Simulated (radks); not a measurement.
Problem. Species: the nickel ion Ni+. Configuration: [Ar] 3d9. Method: Dirac Kohn-Sham, LDA (Slater exchange, Perdew-Wang correlation), spin-unpolarised, spherical densities, finite nucleus; open shells fill j = l - 1/2 first; Fermi nuclear charge, rms radius 3.7757 fm; computed with a radial shooting solver on a logarithmic mesh with Libxc functionals. Some entries of the table are withheld. Estimate them.

orbital,occ.,eigenvalue (hartree),<r> (bohr),r(max) (bohr)
1s1/2,2,-301.2149,0.05417,0.03546
2s1/2,2,-36.09034,0.2452,0.2050
2p1/2,2,(1),0.2133,0.1630
2p3/2,4,(2),0.2165,0.1656
3s1/2,2,-4.18299,0.7452,0.6411
3p1/2,2,-2.80103,0.7790,(3)
3p3/2,4,-2.72070,0.7897,(4)
3d3/2,4,-0.49332,1.066,0.6338
3d5/2,5,-0.48515,1.076,0.6369

Solution. 
(1) 2p1/2 eigenvalue (hartree): -31.53832
(2) 2p3/2 eigenvalue (hartree): -30.89702
(3) 3p1/2 r(max) (bohr): 0.6432
(4) 3p3/2 r(max) (bohr): 0.6511
